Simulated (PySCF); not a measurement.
Si(CCH)(Cl)2(OMe) (C₃H₄Cl₂OSi), SMILES O(C)[Si](C#C)(Cl)Cl. The structure is a stationary point at B3LYP-D3(BJ)/def2-SVP. Other conformers were not sampled.

### Question
Give the equilibrium geometry at B3LYP-D3(BJ)/def2-SVP (PySCF confirms it by a frequency run) as bond lengths and angles. (The exact figures need the calculation; the answer reports its results.)

### Answer
This is not unique; one that fits is 
Atoms: C1 C2 Si3 Cl4 Cl5 O6 C7 H8 H9 H10 H11. Bonds (Å): C1–C2 1.217, C1–H8 1.075, C2–Si3 1.818, Si3–Cl4 2.047, Si3–Cl5 2.065, Si3–O6 1.638, O6–C7 1.417, C7–H9 1.103, C7–H10 1.099, C7–H11 1.104. Angles (°): C2–C1–H8 179.7, C1–C2–Si3 178.6, C2–Si3–Cl4 110.2, C2–Si3–Cl5 108.3, C2–Si3–O6 111.5, Cl4–Si3–Cl5 109.9, Cl4–Si3–O6 107.0, Cl5–Si3–O6 110.0, Si3–O6–C7 125.8, O6–C7–H9 111.1, O6–C7–H10 108.1, O6–C7–H11 111.3, H9–C7–H10 108.8, H9–C7–H11 108.7, H10–C7–H11 108.7.
Charge 0, spin multiplicity 1.
